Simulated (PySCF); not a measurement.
# W(65+): fine-structure interval

W(65+) [He] 2s2 2p5 [2p1/2^2 2p3/2^3, M_J = 3/2] → W(65+) [He] 2s2 2p5 [2p1/2^1 2p3/2^4, M_J = 1/2], as a difference of total energies. Calculation: PySCF 2.14, in an uncontracted even-tempered set (17 s from 49 bohr⁻², ratio 2.4; 13 p from 64 bohr⁻², ratio 2.4; 5 d from 220 bohr⁻², ratio 2.6; 4 f from 330 bohr⁻², ratio 2.6); the two-component X2C-1e Hamiltonian. Correlated levels: nothing frozen; the 30 highest virtual spinors dropped. "Screened" scales the spin-orbit matrix elements by Boettger's factors to mimic the two-electron term; Breit and QED terms are absent.

```tsv
method	fine-structure interval (cm⁻¹)
GHF (screened spin-orbit)	11326000
GMP2 (screened spin-orbit)	11327000
GHF (bare spin-orbit)	11678000
```
